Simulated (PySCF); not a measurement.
Dipole response of C⁺ (carbon, charge +1)

[He] 2s2 2p1, 2P determinant. All numbers are calculated (PySCF 2.14, the non-relativistic Hamiltonian (point nucleus), in def2-QZVPPD). Coupled (time-dependent) response in atomic units; α is the mean over directions.

```tsv
method	mean α (bohr³)	α xx, yy, zz	C₆ (like pair)	S(−4)
UHF	6.302	6.379, 6.149, 6.379	14.94	40.50
PBE	6.088	6.125, 6.015, 6.125	14.63	28.41
PBE0	6.070	6.125, 5.961, 6.125	14.53	28.85
TPSS	6.105	6.156, 6.003, 6.156	14.87	28.99
PW91	6.094	6.131, 6.021, 6.131	14.61	28.82
```

S(−4) is the Cauchy moment in α(ω) = α(0) + S(−4) ω² + …

α(iu) at TPSS:

```tsv
u (hartree)	α(iu) (bohr³)
0	6.105
0.0500	6.034
0.100	5.836
0.200	5.200
0.300	4.459
0.500	3.173
0.750	2.124
1.00	1.497
1.50	0.8484
2.00	0.5443
3.00	0.2796
5.00	0.1156
```

A single London oscillator, α(iu) = α/(1 + u²/ω²), gives C₆ = (3/4) ω α². Matching the computed C₆ needs ω = 4 × 14.87 / (3 × 6.105²) = 0.532 hartree.

For an ion, C₆ is the dispersion term alone; charge-induced terms of lower order in 1/R come first.

The components differ because the open shell of this determinant is not spherical; for a pure term their mean is the scalar polarisability.
